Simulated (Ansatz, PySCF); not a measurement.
Process, species as SMILES: C=CC[SiH3] -> [CH-]=CC[SiH3] + H+
Geometries: B3LYP-D3(BJ)/def2-TZVP minima from Ansatz (a first-principles code), one conformer each, not searched for the lowest. Frequencies are from Ansatz or PySCF.
Geometry of the first species:
```
C
H 1 1.0931
H 1 1.0945 2 107.33
C 1 1.4949 2 110.89 3 -121.08
C 4 1.3283 1 125.48 2 -15.51
H 5 1.0820 4 121.50 1 -178.08
H 5 1.0843 6 116.91 4 179.94
H 4 1.0870 5 118.74 6 -0.32
Si 1 1.8918 2 108.30 3 116.01
H 9 1.4812 1 109.91 2 57.64
H 9 1.4830 10 108.83 1 -120.46
H 9 1.4840 10 109.10 11 -118.46
```

Quantity: gas-phase deprotonation energy (enthalpy at 298 K, with B3LYP-D3(BJ) rigid-rotor harmonic-oscillator terms), in eV. Valence correlation only, unless marked. No spin-orbit coupling. Non-relativistic. Anions need diffuse functions: aug- sets have them; def2-D sets add few; the other sets have none. Basis-set limits of correlation are two-point, X^-3; Hartree-Fock from the larger set.

CCSD(T)/CBS(aug-cc-pV(T+d)Z,aug-cc-pV(Q+d)Z) (Ansatz) gives 17.38 eV.

Problem. Another calculation gave 17.59 eV. Which level was it?
(A) wB97X-V/def2-TZVPD (Ansatz)
(B) SVWN5/def2-TZVPD (Ansatz)
(C) BHLYP/def2-TZVPD (Ansatz)
(D) PBE/def2-TZVPD (Ansatz)

Solution. C, BHLYP/def2-TZVPD (Ansatz). The others give 17.21 (PBE), 17.48 (wB97X-V), 16.90 (SVWN5) eV.
